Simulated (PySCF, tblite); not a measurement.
Isomers of C6H11NOSi, one GFN2-xTB conformer each. Single-point energies are computed at PBE0/pcSseg-1 (PySCF, gas phase, no added dispersion term), electronic only.

Problem. Rank them by PBE0/pcSseg-1 energy, lowest first (kcal/mol).
A. `[CH3:1][C@@H:2]([OH:3])[C@H:4]1[SiH2:5][CH2:6][C@H:7]1[C:8]#[N:9]` with C1–C2–O3–H -64°, C1–C2–C4–Si5 66°, C2–C4–Si5–C6 131°, C4–Si5–C6–C7 -10°, Si5–C6–C7–C8 -106°, C2–C4–C7–C6 -138°
B. `[CH3:1][C@@H:2]([SiH3:3])[C@@:4]([CH3:5])([C:6]#[N:7])[CH:8]=[O:9]` with C1–C2–C4–C5 -68°, C2–C4–C8–O9 -6°
C. `[CH2:1]=[CH:2]/[CH:3]=[N:4]/[SiH2:5][C:6](=[CH2:7])[O:8][CH3:9]` with C1–C2–C3–N4 180°, C3–N4–Si5–C6 122°, N4–Si5–C6–C7 6°, Si5–C6–O8–C9 180°
D. `[CH3:1][CH2:2][Si@H:3]1[C:4](=[O:5])[CH:6]=[C:7]1[CH2:8][NH2:9]` with C1–C2–Si3–C4 -162°, C6–C7–C8–N9 142°, C7–C8–N9–H -67° and 174°

Solution. D (0.0), B (0.1), A (0.4), C (15.8).

As drawn, the lowest has a four-membered ring, a C=O bond and an N–H bond, which the highest lacks; the highest has a C=N bond, which the lowest lacks. Neighbours under 2.5 kcal/mol apart (CC[Si@H]1C(=O)C=C1CN and C[C@@H]([SiH3])[C@@](C)(C#N)C=O; C[C@@H]([SiH3])[C@@](C)(C#N)C=O and C[C@@H](O)[C@H]1[SiH2]C[C@H]1C#N) can change places with a better method, another conformer or zero-point energy. GFN2-xTB itself gives, in the same order: 23.2, 0.0, 1.5, 7.6. GFN2-xTB puts C[C@@H]([SiH3])[C@@](C)(C#N)C=O lowest instead; measured from each level's own lowest isomer, the values differ by up to 23.2 kcal/mol (CC[Si@H]1C(=O)C=C1CN: 23.2 against 0.0).

Problem. Which frontier levels, dipoles and rotational constants go with these structures?

Solution. 
```json
{"SMILES": "CC[Si@H]1C(=O)C=C1CN", "HOMO (eV, PBE0/pcSseg-1)": "-6.29", "LUMO (eV)": "-1.40", "dipole (D)": "4.69", "A, B, C (MHz)": "1615, 1153, 724.2"}
{"SMILES": "C[C@@H]([SiH3])[C@@](C)(C#N)C=O", "HOMO (eV, PBE0/pcSseg-1)": "-8.14", "LUMO (eV)": "-1.59", "dipole (D)": "3.23", "A, B, C (MHz)": "1785, 1160, 916.5"}
{"SMILES": "C[C@@H](O)[C@H]1[SiH2]C[C@H]1C#N", "HOMO (eV, PBE0/pcSseg-1)": "-7.93", "LUMO (eV)": "-0.24", "dipole (D)": "3.80", "A, B, C (MHz)": "1603, 1344, 857.9"}
{"SMILES": "C=C/C=N/[SiH2]C(=C)OC", "HOMO (eV, PBE0/pcSseg-1)": "-6.62", "LUMO (eV)": "-1.62", "dipole (D)": "1.73", "A, B, C (MHz)": "4156, 514.0, 474.0"}
```

Problem. What happens when harmonic zero-point energies from GFN2-xTB frequencies are added?

Solution. 
```csv
SMILES,ZPE (kcal/mol),electronic (kcal/mol),with ZPE (kcal/mol)
CC[Si@H]1C(=O)C=C1CN,98.9,0.0,3.9
C[C@@H]([SiH3])[C@@](C)(C#N)C=O,94.9,0.1,0.0
C[C@@H](O)[C@H]1[SiH2]C[C@H]1C#N,97.4,0.4,2.8
C=C/C=N/[SiH2]C(=C)OC,94.8,15.8,15.6
```

The zero-point energies span 4.1 kcal/mol. C[C@@H]([SiH3])[C@@](C)(C#N)C=O becomes the lowest.
